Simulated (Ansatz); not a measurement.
Dissociation curve of SiLi (anion, charge -1), lowest singlet found (which spin is the ground state isn't settled by this scan).

Levels: RHF/aug-cc-pVDZ (Ansatz, an electronic-structure program); RMP2 = MP2 on RHF/aug-cc-pVDZ, frozen core (Ansatz); RCCSD = CCSD on RHF/aug-cc-pVDZ, frozen core (Ansatz); RCCSD(T) = CCSD(T) on RHF/aug-cc-pVDZ, frozen core (Ansatz); RKS-BLYP = restricted BLYP/aug-cc-pVDZ (Ansatz); RKS-PBE0 = restricted PBE0/aug-cc-pVDZ (Ansatz); RKS-PBE = restricted PBE/aug-cc-pVDZ run with Ansatz; FCI = full CI/aug-cc-pVDZ, frozen core run with Ansatz.

All curves are set to zero at 2.56 Å and compared with full CI in the same basis at 2.56, 2.72, 2.83, 2.99, 3.20, 3.48, 3.80, 4.25, 4.70 Å.

Order the methods by the spread of their error (largest minus smallest) over these points.

RCCSD(T) has the smallest spread and RMP2 the largest. In order (kJ/mol): RCCSD(T) 3.38, RCCSD 6.86, RHF 10.96, RKS-BLYP 11.70, RKS-PBE 19.51, RKS-PBE0 26.50, RMP2 48.94.

Errors against full CI at some of the points (kJ/mol):

```json
[
 {"method": "RCCSD(T)", "3.20 Å": "0.6", "3.80 Å": "-0.3", "5.28 Å": "—", "6.02 Å": "—", "8.09 Å": "—"},
 {"method": "RCCSD", "3.20 Å": "0.8", "3.80 Å": "2.4", "5.28 Å": "—", "6.02 Å": "—", "8.09 Å": "—"},
 {"method": "RHF", "3.20 Å": "6.6", "3.80 Å": "3.3", "5.28 Å": "—", "6.02 Å": "—", "8.09 Å": "—"},
 {"method": "RKS-BLYP", "3.20 Å": "8.1", "3.80 Å": "11.7", "5.28 Å": "—", "6.02 Å": "—", "8.09 Å": "—"},
 {"method": "RKS-PBE", "3.20 Å": "9.9", "3.80 Å": "16.4", "5.28 Å": "—", "6.02 Å": "—", "8.09 Å": "—"},
 {"method": "RKS-PBE0", "3.20 Å": "13.5", "3.80 Å": "21.5", "5.28 Å": "—", "6.02 Å": "—", "8.09 Å": "—"},
 {"method": "RMP2", "3.20 Å": "15.9", "3.80 Å": "33.3", "5.28 Å": "—", "6.02 Å": "—", "8.09 Å": "—"}
]
```

A dash means that the run gave no value there, or that the column was ended at a point which the program doubted or which failed a test of continuity chosen for this set; such a test can also cut sound points.

The restricted form behind RHF, RMP2, RKS-BLYP, RKS-PBE0, RKS-PBE keeps the bonding electrons paired and can't separate into open-shell fragments. Where the anion isn't bound against loss of the electron, the finite basis alone holds it. The T1 diagnostic of CCSD on the restricted reference of RMP2, RCCSD, RCCSD(T) exceeds 0.045 at 1.86 to 2.47, 2.99 to 8.09 Å. Also computed but left out beside FCI, since their determinant holds another spin at the minimum (<S²> over 0.7 above the pure value): UHF, UMP2, UCCSD, UCCSD(T), UCCSDT, UCCSDT(Q), UKS-BLYP, UKS-PBE0, UKS-PBE, UKS-B3LYP/6-31G*, UHF/3-21G, UHF/LANL2DZ, UHF/6-31G*.
